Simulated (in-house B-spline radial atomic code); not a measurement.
Successive ionisation energies of tin; each step leads to the configuration of the next row (after the last: bare). Dirac energy differences include first-order Breit, QED and recoil terms. NIST's values go from ground level to ground level; the uncertainty of those that are theory runs from under 0.1 % in few-electron ions to several per cent in heavy many-electron ones. Computed with an all-electron radial atomic-structure program (B-spline basis): Dirac-Hartree-Fock, jj configuration that fills j = l - 1/2 first, finite nuclei.

A number in brackets counts the electrons of a j subshell.

| ion | configuration | ionisation energy (eV) | tabulated value (eV) | tabulated kind | computed minus tabulated (eV) | highest orbital | largest mean radius (bohr) |
| --- | --- | --- | --- | --- | --- | --- | --- |
| Sn38+ | [Ne] 3s2 | 2679.6 | 2687 | semi-empirical | -7 | 3s1/2 | 0.29803 |
| Sn39+ | [Ne] 3s1 | 2761.6 | 2762.49 | semi-empirical | -1 | 3s1/2 | 0.2961 |
| Sn40+ | [He] 2s2 2p6 | 6412.7 | 6421 | semi-empirical | -8 | 2p3/2 | 0.1224 |
| Sn41+ | [He] 2s2 2p1/2(2) 2p3/2(3) | ? | ? | semi-empirical | ? | ? | ? |
| Sn42+ | [He] 2s2 2p1/2(2) 2p3/2(2) | 6850.7 | 6859 | semi-empirical | -8 | 2p3/2 | 0.12088 |
| Sn43+ | [He] 2s2 2p1/2(2) 2p3/2(1) | 7074.1 | 7080 | semi-empirical | -6 | 2p3/2 | 0.12012 |
| Sn44+ | [He] 2s2 2p1/2(2) | 7541.0 | 7531 | semi-empirical | 10 | 2p1/2 | 0.11938 |
| Sn45+ | [He] 2s2 2p1/2(1) | ? | ? | tabulated theory | ? | ? | ? |
| Sn46+ | [He] 2s2 | ? | ? | semi-empirical | ? | ? | ? |
| Sn47+ | [He] 2s1 | 8306.7 | 8306.95 | tabulated theory | 0 | 2s1/2 | 0.11713 |
| Sn48+ | 1s2 | 34254.6 | 34257.15 | tabulated theory | -3 | 1s1/2 | 0.028854 |
| Sn49+ | 1s1 | 35192.4 | 35192.5 | tabulated theory | 0 | 1s1/2 | 0.028623 |

(1) Fill in the row of Sn41+.

(2) Fill in the row of Sn45+.

(3) Fill in the row of Sn46+.

(4) Where is the largest jump?

(5) How far is this level of theory from the measured and semi-empirical values?

Answers

(1) ionisation energy (eV): 6630.2; tabulated value (eV): 6631; computed minus tabulated (eV): -1; highest orbital: 2p3/2; largest mean radius (bohr): 0.12164.

(2) ionisation energy (eV): 7789.9; tabulated value (eV): 7790; computed minus tabulated (eV): 0; highest orbital: 2p1/2; largest mean radius (bohr): 0.1186.

(3) ionisation energy (eV): 8096.8; tabulated value (eV): 8103; computed minus tabulated (eV): -6; highest orbital: 2s1/2; largest mean radius (bohr): 0.11783.

(4) From Sn47+ to Sn48+, by a factor of 4.12 (8306.7 to 34255 eV); the highest orbital goes from 2s1/2 to 1s1/2.

(5) Over those 8 rows the differences run from -8.34 to +10 eV (mean absolute value 6 eV). The calculation leaves out correlation and, in open shells, the multiplet splittings that an average leaves out.
